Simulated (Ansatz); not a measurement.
Stepwise substitution at one centre (Al Br-I). All species are isolated molecules in the gas phase. Strings in code marks are SMILES.

Quantity: redistribution energy (mixed species minus the weighted end members), in kcal/mol.

Case: 2 of 3 Br replaced by I: `[I][Al]([Br])[I]`. The other species in the difference include `[Br][Al]([Br])[Br]` (neutral, multiplicity 1). Geometry of `[Br][Al]([I])[I]` (neutral, multiplicity 1, Å):

```xyz
4

Br    -0.0848     2.2811    -0.0072
Al    -0.0017     0.0460    -0.0001
I     -2.0812    -1.2425     0.0130
I      2.1677    -1.0846    -0.0057
```

Problem. Give the redistribution energy (mixed species minus the weighted end members) at the level frozen-core MP2/def2-TZVPP // PBE0-D3(BJ)/def2-TZVP (Ansatz, a program for electronic structure).

Solution. 0.15 kcal/mol.
